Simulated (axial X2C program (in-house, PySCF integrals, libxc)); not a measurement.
**Estimating the spin–orbit splitting of the π levels of SiBr⁺**

Computed with an in-house all-electron X2C program for linear molecules (integrals from PySCF). Spin-free means the one-electron spin-free X2C Hamiltonian; two-component (2c) means X2C with spin–orbit coupling and atomic mean-field two-electron Coulomb and Gaunt terms, so the difference of the two also holds small scalar two-electron terms. Basis: Br dyall-cv3z [8s9p6d4f1g], Si dyall-v3z [8s7p2d1f] (cores contracted in-house); Gaussian nuclei, density fitting, unrestricted open shells. Masses: Br 78.918 u, Si 27.977 u.

Hartree–Fock at 2.119 Å, closed shell. Valence p splittings ε(p3/2) − ε(p1/2) of spherical Dirac–Hartree–Fock atoms with fractionally filled p shells: Br 4p 0.555 eV.

| filled π level (eV), spin-free | Br p share | Si p share |
| --- | --- | --- |
| -18.53 | 0.83 | 0.10 |

(1) In first order a p shell splits by 3ζ/2 and a π orbital by ζ. Estimate the splitting of each π level from the shares.

The two-component Hartree–Fock calculation gives:

| ε(ω = 1/2) (eV) | σ share of it | ε(ω = 3/2) (eV) | splitting (eV) | estimate (eV) |
| --- | --- | --- | --- | --- |
| -18.753 | 0.06 | -18.343 | 0.41 | 0.31 |

The estimate leaves out the mixing of π1/2 with σ1/2 levels, which pushes the ω = 1/2 spinor up or down, the d and f parts of the orbital, small shares of the strongly split outer-core p shell of a metal, the Gaunt term (absent from the atomic values), and the change of the atomic p orbitals with charge; Löwdin shares depend on the basis.

## Answers

(1) level -18.53 eV: (2/3) × (0.83 × 0.555) = 0.31 eV.
